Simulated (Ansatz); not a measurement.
Geometry optimisation, Ansatz, RKS PBE-D4/STO-3G.

The input (input.yaml):

```yaml
crystal:
  periodic: [false, false, false]
  atoms:
    - { symbol: C, position_ang: [-0.6349, -2.133, -0.9855] }
    - { symbol: C, position_ang: [-0.3535, -1.0813, -0.4393] }
    - { symbol: C, position_ang: [0.0138, 0.1228, 0.2123] }
    - { symbol: C, position_ang: [1.1286, 0.898, -0.2178] }
    - { symbol: Si, position_ang: [1.8356, 2.33949, 0.59735] }
    - { symbol: "N", position_ang: [-0.6756, 0.4427, 1.3599] }
    - { symbol: C, position_ang: [-1.9203, -0.1397, 1.7594] }
    - { symbol: H, position_ang: [-0.9386, -2.9673, -1.4977] }
    - { symbol: H, position_ang: [1.6567, 0.49955, -1.09394] }
    - { symbol: H, position_ang: [3.03266, 2.71471, -0.20665] }
    - { symbol: H, position_ang: [2.23538, 2.04356, 1.96887] }
    - { symbol: H, position_ang: [0.88385, 3.47515, 0.52947] }
    - { symbol: H, position_ang: [-0.5555, 1.3903, 1.6987] }
    - { symbol: H, position_ang: [-1.901, -1.214, 1.9074] }
    - { symbol: H, position_ang: [-2.2603, 0.2739, 2.7159] }
    - { symbol: H, position_ang: [-2.7143, 0.1167, 1.0329] }
basis:
  gaussian: { orbitals: STO-3G }
hamiltonian:
  xc: pbe
  dispersion: d4
relax:
  f_tol: 0.015
  max_steps: 40
```

Command:

```bash
$ ansatz run input.yaml --threads 1 --pin off --max-ram 2048MiB --backend cpu --events-out ev --progress --plain --runs-dir out
```

Q: Where does it end, and by what steps?

A: It converged. The force dipped under the threshold on the way, but the program's further checks kept it going. Limits of this set-up: minimal basis. After 18 steps the energy has fallen by 0.623 eV; H10 moved furthest, 0.88 Å.

| step | energy less start (eV) | largest force component (eV/Å) | accepted |
| --- | --- | --- | --- |
| 0 | 0.0000 | 3.513 | yes |
| 1 | -0.4690 | 1.019 | yes |
| 2 | -0.5181 | 0.311 | yes |
| 3 | -0.5552 | 0.284 | yes |
| 4 | -0.5814 | 0.294 | yes |
| 5 | -0.5916 | 0.182 | yes |
| 6 | -0.6001 | 0.121 | yes |
| 7 | -0.6049 | 0.193 | yes |
| 8 | -0.6092 | 0.128 | yes |
| 9 | -0.6143 | 0.084 | yes |
| 10 | -0.6159 | 0.042 | yes |
| 11 | -0.6176 | 0.159 | yes |
| 12 | -0.6202 | 0.050 | yes |
| 13 | -0.6215 | 0.019 | yes |
| 14 | -0.6217 | 0.091 | yes |
| 15 | -0.6226 | 0.025 | yes |
| 16 | -0.6227 | 0.010 | yes |
| 17 | -0.6228 | 0.005 | yes |
| 18 | -0.6228 | 0.003 | yes |

```xyz
16
Properties=species:S:1:pos:R:3
C -0.603 -2.242 -0.893
C -0.272 -1.222 -0.313
C 0.143 0.015 0.344
C 1.198 0.754 -0.135
Si 1.816 2.350 0.581
N -0.557 0.322 1.586
C -2.038 0.040 1.595
H -0.895 -3.153 -1.407
H 1.716 0.335 -1.011
H 2.342 3.197 -0.478
H 2.872 2.128 1.562
H 0.729 3.052 1.255
H -0.391 1.343 1.823
H -2.191 -1.026 1.333
H -2.419 0.221 2.621
H -2.617 0.668 0.878
```

Time of the run: 66 s on 1 thread of Arm Neoverse V2, with other jobs on the host, peak memory 0.14 GiB.
